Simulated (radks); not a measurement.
Fractional charge and spin in the 4s shell of bromine: the spin-up occupation runs from 0 to 1 and the spin-down occupation from 0 to 1; the fullest corner is Br, [Ar] 3d10 4p(up 2.5, down 2.5) 4s(up 1, down 1). Method: non-relativistic Kohn-Sham, BLYP, spin-polarised, spherical densities, point nucleus; computed with a radial shooting solver on a logarithmic mesh with Libxc functionals. Energy (eV) above the fullest corner. The planes named below are the two flat planes that join the four corners, with an edge along up + down = one added electron.

| down \ up | 0 | 0.5 | 1 |
|---|---|---|---|
| 0 | 60.850 | 41.179 | 24.408 |
| 0.5 | 41.179 | 24.659 | 10.902 |
| 1 | 24.408 | 10.902 | 0.000 |

Corners above the fullest one (they belong to Br+ and the next ion): (up 1, down 0) 24.408 eV, (up 0, down 1) 24.408 eV, (up 0, down 0) 60.850 eV. With half an added electron in each spin the energy lies 0.251 eV from the planes, and with half an added electron in spin up alone -1.450 eV. The planes are only a guide here: the flat-plane condition holds for ground states with one frontier orbital, while this shell lies below other occupied shells, so the corners above the fullest one are inner-hole states and not the ground states of those ions.
